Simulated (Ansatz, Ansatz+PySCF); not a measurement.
| atom | x (Å) | y (Å) | z (Å) |
| --- | --- | --- | --- |
| O | 0.0536 | -0.0420 | 0.1267 |
| O | -0.8639 | 0.6406 | 0.1809 |
| O | 3.5240 | 0.3528 | 0.0838 |
| H | 3.4791 | 0.3162 | 1.0512 |
| H | 4.0829 | 1.0904 | -0.1127 |

Basis set: def2-SVP (spherical functions). Frozen core: 3 orbitals. Charge 0, multiplicity 3.

Computed with Ansatz (development build ahead of 0.2.0); each method stands on the lowest determinant of its kind that the runs found.

Q: Give the atomization energy at this shape (free ground-state atoms in the same class of orbitals less the molecule, no zero-point energy) of triplet H2O3 in separate pieces by UHF-MP2, UHF.

A:

```tsv
method	atomization energy
UHF-MP2	14.29 eV
UHF	8.11 eV
```

Caution: the shape is not the minimum. Caution for UHF-MP2: MP2 forces lie far from those of the mean fields.
